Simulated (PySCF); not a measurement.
Computed shifts of a molecule C3H14Si3, PBE0/pcSseg-1 in PySCF, GIAO, gas phase, atoms alike by connectivity averaged where their shifts nearly agree, in ppm (number of nuclei): ¹³C: 27.6 (1), 19.1 (1), 18.8 (1). ²⁹Si: -59.3 (1), -65.3 (1), -107.7 (1). ¹H: 4.45 (1), 4.22 (3), 3.91 (1), 3.79 (3), 1.45 (3), 1.30 (1), 1.12 (1), 0.97 (1). References: ¹³C against TMS (σ = 186.3 ppm); ²⁹Si against TMS (σ = 352.7 ppm); ¹H against TMS (σ = 31.56 ppm), references at their B3LYP-D3(BJ)/def2-TZVP geometries, non-relativistic. Coordinates come from a PBE0-D3(BJ)/def2-SVP optimisation. One conformer was computed; it need not be the lowest.

**Question.** Which molecule gave these data?
(A) C[SiH2][C@@H]([SiH3])C[SiH3]
(B) C[C@H](C[SiH3])[SiH2][SiH3]
(C) [SiH3]CCC[SiH2][SiH3]
(D) CC[C@H]([SiH3])[SiH2][SiH3]

**Answer.** B, C[C@H](C[SiH3])[SiH2][SiH3]
